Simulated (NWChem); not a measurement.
System: CH$_{5}$ClOSi; SMILES C[Si@H](O)Cl

```xyz
9

C     -1.4872    -1.1966     0.2588
Si     0.0729    -0.4161    -0.3904
O      1.4487    -1.0886     0.2412
Cl    -0.0031     1.6076     0.0871
H     -1.5933    -1.0341     1.3426
H     -1.4816    -2.2813     0.0678
H     -2.3698    -0.7615    -0.2350
H      0.2117    -0.5406    -1.8603
H      1.5991    -0.9973     1.1868
```
Atoms are numbered in this order, from 1.

Program: NWChem. Coordinates come from a PBE0/def2-SVP optimisation. Level M06-L/def2-SVP: energy and gradient on several grids; changes count from the extra-fine grid, which is no exact limit either.

```tsv
grid	size of the energy change (μHa)	largest change of a gradient component (μHa/bohr)	time, medium = 1 (rough)
xcoarse	8000	8000	about 1
coarse	100	2000	about 1
medium	< 10	200	about 1
fine	< 10	100	about 1
xfine	< 10	< 30	3
```
